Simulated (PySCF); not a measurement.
NMR data simulated for an unnamed compound:

¹H NMR (500 MHz, computed): δ 7.53 (m, 1H), 7.00 (m, 1H), 6.39 (m, 1H), 2.39 (s, 3H).

¹³C{¹H} NMR (computed): δ 141.1 (CH), 130.9 (CH), 124.2 (C), 108.1 (CH), 19.4 (CH3).

Calculated, not measured (PySCF 2.14.0 with density-fitted response routines): coordinates at the PBE0-D3(BJ)/def2-TZVP level, KT3/pcSseg-2 with gauge-including orbitals. Non-relativistic Hamiltonian, rapidly exchanging positions averaged, no solvent, a single conformation.

Shifts are taken against calculated references (same method and geometry level): ¹H (σ = 31.63 ppm), ¹³C (σ = 183.24 ppm) against TMS.

Question: Which of these does the molecule contain: a heteroaromatic ring, an S-methyl group, an aldehyde, an OH group, an NH or NH2 group?

Answer: 
- A heteroaromatic ring: yes.
- An S-methyl group: yes (δC 19.4; δH 2.39 (s)).
- An aldehyde: no.
- An OH group: no.
- An NH or NH2 group: no.

The data belong to SMILES C1=COC=C1SC, C$_{5}$H$_{6}$OS; they needn't prove each group on their own.

Carbon signals by region: 4 in the sp2 and nitrile region (100–160 ppm), 1 below 50 ppm.

Shifts are as computed. Against solution values, carbons near 30 ppm lie about +3 ppm off and those near 130 ppm about -1 ppm; carbons on S a further +5 ppm. Of 1211 compounds with measured shifts, 218 miss one by over three times the rms of a fit or turn the order of signals round; such compounds aren't used in these exercises. Multiplicities follow the n + 1 count of equivalent neighbours, as no J values were calculated; m marks all less simple cases, F and P coupling included.
